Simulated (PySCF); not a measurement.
F₆Te, SMILES F[Te](F)(F)(F)(F)F (connectivity only; charge and spin as stated), charge +1, multiplicity 2. Atoms are numbered in the order given.

```xyz
7

F      1.0121     0.0000     1.6268
Te     0.0000     0.0000    -0.1257
F     -1.0121     0.0000     1.6268
F      1.4740     0.0000    -1.2620
F      0.0000     1.8642    -0.0018
F      0.0000    -1.8642    -0.0018
F     -1.4740     0.0000    -1.2620
```
Charge +1, spin multiplicity 2.

The structure is a stationary point at B3LYP-D3(BJ)/def2-SVP. The multiplicity is an assumed one; no other spin state was optimised. The def2 effective core potentials stand for the cores of Te; spin–orbit coupling is left out.

Calculation: PBE/def2-TZVP (PySCF).

ESP charges are fitted to the potential on shells at 1.4 to 2.0 van der Waals radii. Atomic charges (e):

```tsv
atom	ESP fit	Mulliken	Mulliken spin
F1	[?]	0.00	0.51
Te2	[?]	1.59	-0.03
F3	[?]	0.00	0.51
F4	[?]	-0.15	0.01
F5	[?]	-0.15	-0.01
F6	[?]	-0.15	-0.01
F7	[?]	-0.15	0.01
```

Problem. Fill in the missing entries. (Estimate from the structure and the level; the computed values follow.)

Solution. 
- F1, ESP fit: 0.06
- Te2, ESP fit: 1.01
- F3, ESP fit: 0.06
- F4, ESP fit: -0.01
- F5, ESP fit: -0.06
- F6, ESP fit: -0.06
- F7, ESP fit: -0.01

Computed Mayer and Wiberg (Löwdin basis) orders of the bonds:
```csv
bond,Mayer,Wiberg
F1–Te2,0.67,0.89
Te2–F3,0.67,0.89
Te2–F4,1.07,1.41
Te2–F5,1.08,1.37
Te2–F6,1.08,1.37
Te2–F7,1.07,1.41
```
